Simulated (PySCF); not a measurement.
Calculated NMR parameters of CC(=O)N[SiH]1[SiH2][SiH2][SiH2]1

* Formula: C2H11NOSi4
* SMILES: CC(=O)N[SiH]1[SiH2][SiH2][SiH2]1
* InChI: InChI=1S/C2H11NOSi4/c1-2(4)3-8-6-5-7-8/h8H,5-7H2,1H3,(H,3,4)
* Degrees of unsaturation: 2
* Carbon signals: 2
* Proton signals: 7

Mapped SMILES: `[CH3:1][C:2](=[O:3])[NH:4][SiH:5]1[SiH2:6][SiH2:7][SiH2:8]1`. Each H is labelled by its parent atom. Ha(Si6), Ha(Si7), Ha(Si8) are cis to N4 on the ring; Hb(Si6), Hb(Si7), Hb(Si8) are trans to N4 on the ring.

Theory: shielding tensors at PBE0/pcSseg-1 (GIAO), PBE0-D3(BJ)/def2-SVP structure, in PySCF 2.14 (no solvent model, rapidly exchanging positions averaged, no relativistic terms, single conformer).

Shifts are taken against calculated references (same method and geometry level): $^{1}$H and $^{13}$C and $^{29}$Si vs TMS; $^{15}$N against NH3; H2O for $^{17}$O.

| carbon | δC, type | δH (multiplicity) | HMBC from (2–3 bonds) | span of the C tensor (ppm) |
| --- | --- | --- | --- | --- |
| C1 | 23.2, CH3 | 2.03 (s) | – | 54 |
| C2 | 179.9, C | – | H(Si5), H(C1) | 170 |

Other nuclei:
| atoms | nucleus | environment | δ (ppm) | σ (ppm) |
| --- | --- | --- | --- | --- |
| H(Si5) | $^{1}$H | hydrogen on a silicon bonded to N, 2 Si, in a 4-membered ring | 5.27 | 25.99 |
| H(N4) | $^{1}$H | hydrogen on an amide-type nitrogen | 4.45 | 26.81 |
| Ha(Si7) | $^{1}$H | hydrogen on a silicon bonded to 2 Si, in a 4-membered ring | 4.39 | 26.88 |
| Ha(Si6)/Ha(Si8) | $^{1}$H | hydrogen on a silicon bonded to 2 Si, in a 4-membered ring | 4.19 | 27.08 |
| Hb(Si6)/Hb(Si8) | $^{1}$H | hydrogen on a silicon bonded to 2 Si, in a 4-membered ring | 4.06 | 27.21 |
| Hb(Si7) | $^{1}$H | hydrogen on a silicon bonded to 2 Si, in a 4-membered ring | 3.89 | 27.38 |
| Si5 | $^{29}$Si | silicon bonded to N, 2 Si, H, in a 4-membered ring | -22.6 | 374.6 |
| Si6/Si8 | $^{29}$Si | silicon bonded to 2 Si, 2 H, in a 4-membered ring | -73.0 | 425.0 |
| Si7 | $^{29}$Si | silicon bonded to 2 Si, 2 H, in a 4-membered ring | -90.8 | 442.8 |
| N4 | $^{15}$N | amide-type nitrogen | 126.6 | 139.0 |
| O3 | $^{17}$O | amide-type carbonyl oxygen | 467.4 | -132.8 |

1. Carbon types of the structure: 1 × C, 1 × CH3, leaving 8 H on heteroatoms.
2. δC 179.9: amide carbonyl carbon; it is a carbonyl in resonance with an O or N lone pair, the region of acids, esters and amides.
3. δC 23.2: methyl carbon α to a carbonyl; the adjacent C=O deshields it moderately.
4. δH 4.45: hydrogen on an amide-type nitrogen; exchangeable; this is the value without hydrogen bonding to other molecules.
5. δH 4.39, 4.19, 4.06, 3.89: hydrogen on a silicon bonded to 2 Si, in a 4-membered ring.
6. δH 2.03: hydrogen on a methyl carbon α to a carbonyl; α to C=O.

Exchangeable OH/NH protons stand at their gas-phase positions; hydrogen bonding in a real sample shifts them, mostly to higher δ. Shifts are as computed. Against solution values, carbons near 30 ppm lie about +2 ppm off and those near 130 ppm about +5 ppm. Of 1211 compounds with measured shifts, 218 miss one by over three times the rms of a fit or turn the order of signals round; such compounds aren't used in these exercises. Hydrogen bonding in solution shields acid and N–H amide carbonyl oxygens by tens of ppm. Hydrogen bonding in solution deshields acid and N–H amide carbonyl carbons by as much as 10 ppm beyond these values. Unscaled 17O shifts of doubly bonded oxygen tend to come out too high, by tens of ppm or more. Experimental scales use liquid or dissolved standards, which lie at an offset from isolated NH3 (liquid NH3: subtract about 20 ppm) and H2O (liquid H2O: subtract about 36 ppm). Multiplicities follow the n + 1 count of equivalent neighbours, as no J values were calculated; m marks all less simple cases, F and P coupling included.
